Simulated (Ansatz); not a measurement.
Species: germyl acetate, C$_{2}$H$_{6}$GeO$_{2}$, charge 0, multiplicity 1. 
Structure (B3LYP-D3(BJ)/def2-TZVP (Ansatz, a quantum-chemistry and plane-wave program) minimum search):
SMILES: CC(=O)[O][GeH3]
```xyz
11

C      2.7758     0.1158    -0.2970
C      1.3697    -0.2465     0.0946
O      1.0723    -1.1549     0.8383
O      0.4528     0.5469    -0.4679
Ge    -1.2907     0.1474    -0.0217
H      2.8817     0.0558    -1.3810
H      3.4795    -0.5567     0.1852
H      2.9831     1.1468    -0.0077
H     -1.6164    -1.2643    -0.5134
H     -1.4686     0.3252     1.4874
H     -2.0315     1.2250    -0.8231
```
Charge 0, spin multiplicity 1.

Property: vertical ionisation energy (to the doublet state of charge +1; each state is the SCF solution reached for its spin), in eV. Valence correlation only, unless marked. Open shells are spin-unrestricted. No spin-orbit coupling. The frozen core is the preceding noble-gas configuration, with the filled d and f shells of earlier blocks. No relativistic terms. Basis-set limits of correlation are two-point, X^-3; Hartree-Fock from the larger set. [CCSD(T)-MP2]/basis is that difference in the basis named.

RI-MP2/CBS(aug-cc-pVTZ,aug-cc-pVQZ)+[CCSD(T)-MP2]/aug-cc-pVTZ (Ansatz) gives 10.57 eV.

Another calculation gave 10.14 eV. Which level was it?
A) PBE/def2-TZVPD (Ansatz)
B) wB97X-V/def2-TZVPD (Ansatz)
C) BHLYP/def2-TZVPD (Ansatz)

C, BHLYP/def2-TZVPD (Ansatz). The others give 10.33 (wB97X-V), 10.01 (PBE) eV.
